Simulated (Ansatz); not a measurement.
The first iterations of a band of Cl4FH3OW (10 atoms, charge 0, multiplicity 1).

Theory: Ansatz, RKS PBE/def2-SVP.

```yaml
movable_images: 9
climbing_image: yes
spring: 5.0 eV/Å²
optimiser: quadratic models (default)
start_path: through a guess of the saddle point
force_threshold: 0.03 eV/Å
iteration_limit: 60
end_points: relaxed
```

Image 0:

```xyz
10
Properties=species:S:1:pos:R:3
W 0.158 0.099 0.088
O -0.398 0.453 1.929
H -1.350 0.307 2.138
Cl 2.059 0.160 -1.246
Cl -0.218 2.279 -0.560
Cl -2.205 -0.394 0.104
Cl 0.706 -2.090 0.556
H -0.443 -0.409 -1.396
F 1.942 0.876 1.741
H 1.177 0.873 2.329
```

Image 10:

```xyz
10
Properties=species:S:1:pos:R:3
W 0.087 0.343 -0.029
O 0.391 -0.336 2.175
H -0.480 -0.088 2.569
Cl 2.403 -0.060 0.093
Cl -0.756 1.654 -1.728
Cl -2.097 0.512 0.947
Cl -0.405 -1.920 -0.254
H 0.644 -0.180 -1.510
F 0.587 1.966 0.841
H 1.055 0.263 2.580
```

| iteration | highest image above the first end (eV) | largest band force component (eV/Å) |
| --- | --- | --- |
| 1 | 8.930 | 8.811 |
| 2 | 5.107 | 5.668 |
| 3 | 2.725 | 2.600 |
| 4 | 1.325 | 2.391 |
| 5 | 0.851 | 1.147 |
| 6 | 0.531 | 2.102 |
| 7 | 0.324 | 0.943 |
| 8 | 0.264 | 0.757 |
| 9 | 0.248 | 0.596 |
| 10 | 0.258 | 0.420 |
| 11 | 0.363 | 0.871 |
| 12 | 0.325 | 0.453 |
| 13 | 0.310 | 0.290 |
| 14 | 0.289 | 0.254 |
| 15 | 0.247 | 0.270 |

Problem. Does the band converge within its limit, and where does its top end?

Solution. It converged. It ended after 46 iterations with the highest image 0.067 eV above the first end. The profile has 2 maxima (images 3, 8) with wells between them (image 4): this band takes more than one step, which may be the mechanism or a detour left from its start path. A vibrational analysis at the climbing image gives one clearly imaginary mode, 233i cm⁻¹: a first-order saddle point. The orbitals stay closed-shell, which can raise the energy where a bond breaks towards radicals; this wasn't checked here.

The run took 15 min on 4 threads of Arm Neoverse V2 (shared host), peak memory 0.28 GiB.
